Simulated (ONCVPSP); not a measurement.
**What one change does to a pseudopotential (Ti, ONCV)**

titanium, optimised norm-conserving Vanderbilt (ONCV), made with ONCVPSP 4.0.1 (PBE, scalar-relativistic). Core [Ne], reference 3s2 3p6 3d2 4s1 (charge +1). Waves: 3s+4s: rc 1.45 bohr, ncon 4, nbas 9, qcut 7 1/bohr, 2 projectors; 3p: rc 1.65 bohr, ncon 4, nbas 7, qcut 9.4 1/bohr, 3 projectors, debl 2.1 Ha; 3d: rc 1.80 bohr, ncon 4, nbas 9, qcut 10.4 1/bohr, 2 projectors, debl 2.7 Ha. Local part: polynomial inside 1.25 bohr (lpopt 5, dvloc0 4 Ha). Core correction: Teter function, fcfact 2.25, rcfact 1.4.

All-electron outer shells of the reference configuration (PBE, scalar-relativistic, ld1.x):

```tsv
shell	level (eV)	outermost node (bohr)	outermost maximum (bohr)
2p	-451.51	–	0.22
3s	-69.92	0.40	0.87
3p	-46.15	0.37	0.90
3d	-11.37	–	0.98
4s	-10.35	1.24	2.74
```

Change: s: qcut 10; p: qcut 13.5; d: qcut 14.9.

Cutoffs: the cutoffs (Ha) at which the residual kinetic energy of the hardest occupied pseudo-wave falls to 1 and 0.1 mHa per electron; they do not see the model core or the augmentation charge, which bear on the density cutoff. Errors are all-electron minus pseudo energies relative to the spin-unpolarised reference configuration.

**Question.** Predict the effect on cutoff, ghosts and configuration errors.

**Answer.** The potential gets harder (34 Ha and 39 Ha → 72 Ha and 80 Ha); of the 4 tests that both files solve, the error grows in 3 and shrinks in 0 by more than 15 % and 0.3 meV (median size 0.8 → 1.7 meV); neither file shows a bound ghost.

| quantity | base | changed |
| --- | --- | --- |
| cutoff, loose | 34 Ha | 72 Ha |
| cutoff, tight | 39 Ha | 80 Ha |
| loose cutoff by channel | s 19 Ha, p 22 Ha, d 34 Ha | s 30 Ha, p 21 Ha, d 72 Ha |
| bound ghosts | none | none |
| GHOST(+) flags under 300 eV | none | none |
| error for 3s2 3p6 3d2 4s2, meV [ΔE -7.35 eV] | +0.7 | -1.1 |
| error for 3s2 3p6 3d2 4s0, meV [ΔE 13.57 eV] | -0.9 | -2.3 |
| error for 3s2 3p6 3d1 4s0, meV [ΔE 40.52 eV] | +45 | -229 |
| error for 3s2 3p6 3d2 4s1.5, meV [ΔE -4.41 eV] | +0.3 | -0.1 |
| s: phases at 1.47 bohr within 0.05 rad from the reference energy up to (Ha; the scan ends near 5) | to the end of the scan | to the end of the scan |
| p: phases at 1.68 bohr within 0.05 rad from the reference energy up to (Ha; the scan ends near 5) | to the end of the scan | to the end of the scan |
| d: phases at 1.83 bohr within 0.05 rad from the reference energy up to (Ha; the scan ends near 5) | to the end of the scan | to the end of the scan |
| rms error of d²Exc/dni dnj with the model core, mHa | 0.92 | 1.99 |
